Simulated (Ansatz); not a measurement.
Total energies of Cu₁₃Cl₂ (relaxed from a model of Cu13(Cl)2, whose bonding it doesn't keep) from Ansatz at BLYP-D4/def2-TZVP, gas phase (1 Eh = 27.2114 eV = 2625.5 kJ/mol). The reference geometry is relaxed at r2SCAN-D4/def2-SVP.

Cartesian coordinates in Å:
```
Cu -0.252 0.058 -0.021
Cu -0.773 -2.105 -0.812
Cu 1.126 -0.655 -1.861
Cu -1.601 0.775 1.823
Cu 0.095 2.259 0.760
Cu -1.904 1.686 -0.494
Cu -1.472 -0.071 -2.079
Cu 0.992 0.170 2.039
Cu 1.396 -1.606 0.471
Cu 2.006 0.832 -0.192
Cu 0.251 1.573 -1.761
Cu -0.728 -1.464 1.723
Cu -2.497 -0.681 0.130
Cl 1.203 -3.078 -1.548
Cl 2.160 2.306 1.822
```

```tsv
state	geometry	energy (Eh)
charge 0 doublet	reference	-22249.26471
charge 1 triplet	reference	-22249.04828
charge -1 triplet	reference	-22249.34094
free Cu atom (doublet)	–	-1640.59115
free Cl atom (doublet)	–	-460.15031
```

Single mean-field runs in def2-TZVP are fitted with def2-universal-jkfit.

(1) Work out the vertical ionisation energy to the triplet.

(2) Work out the vertical electron affinity, to the triplet.

(3) Give the fundamental gap IE − EA, the Mulliken electronegativity (IE + EA)/2 and the hardness (IE − EA)/2.

(4) What is the binding energy per atom against free atoms?

(1) E(charge 1 triplet) − E(charge 0 doublet) = -22249.04828 − (-22249.26471) = 0.21643 Eh = 5.89 eV. For comparison, −ε of the highest occupied level of the spin that leaves is 4.04 eV at this level, 1.85 eV less.

(2) E(charge 0 doublet) − E(charge -1 triplet) = -22249.26471 − (-22249.34094) = 0.07623 Eh = 2.07 eV. The basis lacks diffuse functions, which makes affinities too small.

(3) From the values in Eh: IE − EA = 0.21643 − 0.07623 = 0.14020 Eh = 3.82 eV; (IE + EA)/2 = 3.98 eV; (IE − EA)/2 = 1.91 eV.

(4) Atoms: 13 × (-1640.59115) + 2 × (-460.15031) = -22247.98557 Eh. Binding: -22247.98557 − (-22249.26471) = 1.27914 Eh = 34.81 eV, or 2.32 eV for each of 15 atoms (no zero-point energy, no counterpoise term).

At BLYP-D4/def2-TZVP the gap within one spin of the charge -1 triplet nearly closes, so an electron or hole may be smeared out by delocalisation error.
